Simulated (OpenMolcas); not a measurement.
**Co3+: moving the ligands**

Co3+ with 6 ligands (fluoride) in octahedral coordination (Oh) at 1.92 Å. A charge of +0.5 e stands 2.8 Å behind each ligand. Ligand basis ANO-RCC-VDZP.

```json
{
  "Program": "OpenMolcas",
  "Method": "CASSCF",
  "Basis": "ANO-RCC-VTZP [6s5p3d2f1g]",
  "Scalar Hamiltonian": "DKH2, point nucleus",
  "Active space": "6 electrons in 5 orbitals (3d)",
  "State averaging": "2S+1 = 5 even, 5 roots; 2S+1 = 3 even, 45 roots; 2S+1 = 1 even, 50 roots",
  "Spin-orbit coupling": "RASSI with atomic mean-field integrals over the reference wave functions"
}
```

Runs around this geometry, states (labels of O, the rotations of Oh). Energies in cm-1 above the lowest state or level, χT in cm3 K/mol; under a threefold ground state the first gap can be a small split of the lowest multiplet, not the spin-orbit step; 10Dq and B are least-squares fits to the states below 45000 cm-1, weighted by degeneracy, with a free offset, and given where the rms deviation is under 5 % of |10Dq| (or 100 cm-1) and under 700 cm-1.

```tsv
R (Å)	Ground state	First state of that spin	10Dq	B (rms of fit)	First gap with spin-orbit (degeneracies)	χT at 300 K	First state of another spin
1.87	5T2	5E 11463	11831	1233 (165)	270.3 (3, 2)	4.159	3T1 14608
1.92	5T2	5E 9894	10334	1237 (180)	270.9 (3, 2)	4.182	3T1 16090
1.99	5T2	5E 8099			270.3 (3, 2)	4.217	3T1 17761
```

Taking the first state of the same spin as R^-n, n = -ln(8099 / 11463) / ln(1.99 / 1.87) = 5.6 between the shortest and longest distance.

An orbital triplet at a regular site is open to Jahn-Teller coupling, which can distort the site and quench the lowest spin-orbit gaps and is left out. Without dynamic correlation the repulsion within the d shell is too large (B by tens of per cent), so at a given field states of lower spin stand too high. Ligand-to-metal charge-transfer states are missing. With no ligand orbital active B as a rule stays too high, so bands that hang on it stand too high and its fall with covalency is understated. With metal d orbitals alone and no dynamic correlation the field as a rule comes out too small, by tens of per cent, by up to half for chloride and softer ligands, and with too little covalency χT stands high. This shell can be high or low spin here, a state of another spin lies low, and with metal d orbitals alone active their balance is uncertain, so the ground spin may be wrong (holds for R = 1.87). CASSCF with metal d orbitals alone favours high spin, so a ground state of lower spin is not ruled out (holds for R = 1.92; R = 1.99). No measured value stands beside these numbers; the geometry is a model, was not optimised and need not be the one that this ion takes.
